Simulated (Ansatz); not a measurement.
The cluster Ru₃H₆ (the lowest singlet isomer of a short search). Charge 0, multiplicity 1. Geometry PBE0-D4/def2-SVP, basis def2-TZVP, Ansatz.

```xyz
9

Ru    1.034   -0.023    0.896
Ru   -0.848    1.074   -0.039
Ru   -0.188   -1.051   -0.856
H     1.335   -0.993   -1.272
H     0.041    0.355    2.065
H    -2.091    0.100    0.017
H    -0.095   -2.061    0.355
H     1.472    1.424    0.439
H    -0.661    1.175   -1.605
```

```
run  HOMO (eV)  LUMO (eV)
  A      -8.25      -0.60
  B      -4.70      -3.36
  C      -4.51      -3.54
  D      -5.21      -3.03
  E      -5.83      -2.58
  F      -5.65      -2.87
```

In the def2 sets Ru takes a core potential; there is no spin–orbit coupling. B3LYP takes the VWN-RPA correlation. The order of the spin states hangs on the level: the quintet lies 0.09 eV below the singlet at PBE0-D4/def2-TZVP, but 0.03 eV above it at ωB97X-V/def2-TZVP. The structure comes from a short search, and lower isomers may exist.

Q: The runs used B3LYP, PBE, PBE0, r2SCAN, r2SCANh, ωB97X-V. Estimate which is which.

A: A ωB97X-V (range-separated); B r2SCAN (0 % exact exchange); C PBE (0 % exact exchange); D r2SCANh (10 % exact exchange); E PBE0 (25 % exact exchange); F B3LYP (20 % exact exchange). Exact exchange lowers occupied and raises empty levels; among semilocal functionals meta-GGAs tend to open the gap a little, and such runs are hard to tell apart. The gap grows from 0.97 eV (PBE) to 7.66 eV (ωB97X-V).
